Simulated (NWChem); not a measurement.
Total energies of SSn

```xyz
2

Sn     0.0000     0.0000     0.5388
S      0.0000     0.0000    -1.6838
```
Charge 0, spin multiplicity 1.

Program: NWChem. Structure: optimised with PBE0/def2-SVP with def2 effective core potentials on Sn, a minimum by its harmonic frequencies.

Basis set: def2-QZVP (152 functions).

| method | total energy (Ha) | relative cost |
|---|---|---|
| RHF | -610.94961 | 1 |
| MP2 | -611.64853 | under 3 |
| B2PLYP | -612.30375 | 5 |
| PBE | -612.39852 | under 3 |
| B3LYP | -612.65723 | under 3 |
| LDA (SVWN5) | -610.88297 | under 3 |

Total energies of different functionals aren't comparable as a measure of quality: only differences taken within one method are. The cost column gives rough processor time relative to RHF; each entry includes its own SCF.

Effective core potentials replace the inner electrons of Sn; spin-orbit coupling is left out. The correlated methods keep 9 core orbitals frozen. B3LYP has NWChem's definition, with VWN1-RPA local correlation. The structure started from a generated list of species.
